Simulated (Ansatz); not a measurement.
Relaxation of Cl3FGaH (6 atoms, charge 0, multiplicity 1), to a largest force component of 0.03 eV/Å in at most 50 steps.

Computed with RKS B3LYP-D4/def2-SVP (Ansatz).

```xyz
6
Properties=species:S:1:pos:R:3
Ga -0.007 0.253 -0.025
Cl -0.008 0.431 2.184
Cl 1.842 0.305 -1.081
Cl -1.857 0.269 -1.080
F 0.083 -2.463 0.947
H 0.092 -2.107 1.804
```

Problem. Where does it end, and by what steps?

Solution. The forces met the threshold. After 5 steps the energy has fallen by 0.266 eV; F5 moved furthest, 0.43 Å.

```csv
step,energy less start (eV),largest force component (eV/Å),accepted
0,0.0000,0.799,yes
1,-0.1256,0.426,yes
2,-0.2500,0.375,yes
3,-0.2496,0.353,no
4,-0.2653,0.048,yes
5,-0.2661,0.025,yes
```

```xyz
6
Properties=species:S:1:pos:R:3
Ga 0.010 -0.003 0.073
Cl 0.009 0.372 2.231
Cl 1.870 0.178 -0.970
Cl -1.864 0.101 -0.956
F 0.059 -2.091 0.725
H 0.062 -1.869 1.647
```

Whether the end is a true minimum wasn't checked by a vibrational analysis.

The run took 26 s on 2 threads of Arm Neoverse V1, with other jobs on the host, peak memory 0.26 GiB.
